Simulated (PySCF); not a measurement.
Si(H)(Cl)(OH)(OMe) (CH5ClO2Si), SMILES CO[SiH](Cl)O.

Coordinates come from a B3LYP-D3(BJ)/def2-SVP optimisation. The structure was generated by enumeration, and PubChem lists no compound with its InChIKey, so it may never have been made. Other conformers were not sampled.

Level of theory: TDA-LC-ωPBE/def2-SVPD (PySCF).

Vertical excitations. Gas-phase values at a fixed geometry.

**Question.** List the lowest excited states. (Estimate from the structure and the level; the computed values follow.)

**Answer.** 
| state | energy (eV) | λ (nm) | f | main pairs |
|---|---|---|---|---|
| S1 | 8.62 | 144 | 0.003 | HOMO→LUMO+1 33 %, HOMO→LUMO+4 26 %, HOMO→LUMO 21 % |
| S2 | 8.85 | 140 | 0.005 | HOMO−2→LUMO 23 %, HOMO→LUMO 11 %, HOMO−4→LUMO 9 %, HOMO−1→LUMO 9 % |
| S3 | 8.94 | 139 | 0.036 | HOMO→LUMO+1 21 %, HOMO→LUMO 14 %, HOMO→LUMO+5 13 %, HOMO−1→LUMO 12 % |
| S4 | 9.07 | 137 | 0.054 | HOMO−1→LUMO+2 24 %, HOMO−3→LUMO+2 12 %, HOMO−1→LUMO 11 %, HOMO−1→LUMO+1 9 % |
| S5 | 9.21 | 135 | 0.058 | HOMO−2→LUMO+2 38 %, HOMO−2→LUMO+1 14 %, HOMO−4→LUMO 8 % |
| S6 | 9.24 | 134 | 0.018 | HOMO−1→LUMO+1 21 %, HOMO−1→LUMO+4 17 %, HOMO−3→LUMO 16 %, HOMO−1→LUMO+2 14 % |
| S7 | 9.41 | 132 | 0.112 | HOMO→LUMO+2 38 %, HOMO−1→LUMO 11 %, HOMO→LUMO 9 % |
| S8 | 9.49 | 131 | 0.072 | HOMO−1→LUMO 12 %, HOMO−1→LUMO+1 11 %, HOMO−3→LUMO+4 9 %, HOMO→LUMO+2 8 % |
| S9 | 9.54 | 130 | 0.079 | HOMO→LUMO+4 50 %, HOMO→LUMO+1 19 % |
| S10 | 9.81 | 126 | 0.021 | HOMO−3→LUMO+1 22 %, HOMO−2→LUMO+4 13 %, HOMO−1→LUMO+1 11 %, HOMO−1→LUMO+4 10 % |
| T1 | 8.18 | 152 | 0 | HOMO→LUMO+4 41 %, HOMO→LUMO+1 20 %, HOMO→LUMO 14 %, HOMO→LUMO+10 7 % |
| T2 | 8.35 | 148 | 0 | HOMO−2→LUMO+2 15 %, HOMO−2→LUMO 11 %, HOMO−1→LUMO+2 9 %, HOMO→LUMO+2 8 % |
| T3 | 8.36 | 148 | 0 | HOMO−2→LUMO 16 %, HOMO−1→LUMO+2 12 %, HOMO−1→LUMO 11 %, HOMO−4→LUMO 9 % |
| T4 | 8.58 | 145 | 0 | HOMO−2→LUMO+2 17 %, HOMO→LUMO 10 %, HOMO−1→LUMO+4 9 %, HOMO−1→LUMO+1 8 % |
Triplets are in the Tamm–Dancoff approximation.
